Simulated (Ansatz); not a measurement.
Job for Ansatz (a program for electronic structure): R-RI-MP2/aug-cc-pV(Q+d)Z on HCl (SMILES Cl) with ghost functions. Files ending in .json are basis or fitting sets from the Basis Set Exchange.

Ansatz 0.2 input:
```yaml
crystal:
  periodic: [false, false, false]
  atoms:
    - {symbol: Cl, position_ang: [-0.86779556, 1.14722375, 0.28731765]}
    - {symbol: H, position_ang: [-0.15375625, 0.37126615, 1.02104946]}
basis:
  gaussian:
    orbitals: aug-cc-pV_Q+d_Z.json
    fitting: {mean_field: def2-universal-JKFIT, correlation: aug-cc-pVQZ-RIFIT.json}
    ghost_atoms:
      - {symbol: O, position_ang: [0.72198056, -0.66909639, 2.72736826]}
      - {symbol: C, position_ang: [0.55705462, -0.63494494, 3.87718261]}
      - {symbol: O, position_ang: [0.39621285, -0.60424636, 5.02220432]}
magnetization: {spin_polarized: false}
correlation: {method: mp2, electrons: outside_noble_gas}
scf: {lower_state_search: off}
```

The log:

```
WARN ansatz: RAYON_NUM_THREADS=1 ignored (pool sized by the plan → 1); use --threads N
Functional definition: HF
these checks for a lower state are left out or cut short: stability, starts, cluster_reference, orbital_swaps, neighbouring_geometries, increment
integrals: 0.42 GiB planned
375 factors; integrals over basis functions are off by at most 5.0e0 eV
mean field: 0.71 GiB planned
mean field evaluation 1: about -12519.8783 eV, gradient 1.0e1 eV
mean field evaluation 2: about -12520.2291 eV, gradient 4.3e0 eV
mean field evaluation 4: about -12520.2792 eV, gradient 3.6e-1 eV
mean field evaluation 8: about -12520.2802 eV, gradient 9.7e-7 eV
mean field -12520.28015930 eV, -460.1118093035 hartree, gradient 9.7e-7 eV, S^2 0.000000; 0 other end points of the search recorded, 0 dependent functions left out
5 core orbitals not correlated
778 factors; their error is unknown
reference -12520.28015930 eV, -460.1118093035 hartree; 4, 4 occupied and 366, 366 virtual orbitals, 778 factors
second order -6.13358858 eV of doubles, -0.00000000 eV of singles
Total energy: -12526.41374788 eV, -460.3372145265 hartree
Checks for a lower state left out: stability, starts, cluster_reference, orbital_swaps, neighbouring_geometries, increment
```

The calculation finished and met its thresholds.

Cost: about 3 core-seconds (a rough figure).
